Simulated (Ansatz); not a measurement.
Wavefunction ladder for ClF4HMoO, SMILES `[OH][Mo]([F])([F])([F])([F])[Cl]`

Cartesian coordinates in Å:
```
O -1.5019 -0.1154 0.3231
Mo 0.2657 -0.0507 -0.1293
F 0.3477 1.2634 1.1801
F 2.0535 0.2909 -0.3067
F 0.7330 -1.3319 1.0946
F -0.0044 1.2207 -1.4211
Cl 0.1327 -1.6466 -1.7096
H -2.0264 0.3696 0.9688
```

Charge 0, multiplicity 1. Correlated methods include outer-core shells of Mo, which these sets cover unevenly. Mo: def2 effective core potential. The geometry is a stationary point of PBE0-D4/def2-TZVP. It is one conformer, not always the lowest. Frozen core, restricted reference, the Gaussian-basis code of Ansatz.

```tsv
basis	HF (Eh)	MP2 corr.
def2-SVP	-999.73842	-1.53870
def2-TZVPP	-1000.55076	-2.05523
def2-QZVPP	-1000.59267	-2.23751
```

Estimate the CCSD correlation energy and the (T) correction in each basis where they were run (hartree).


```json
{"basis": "def2-SVP", "CCSD corr.": "-1.48681", "(T)": "-0.06530"}
```
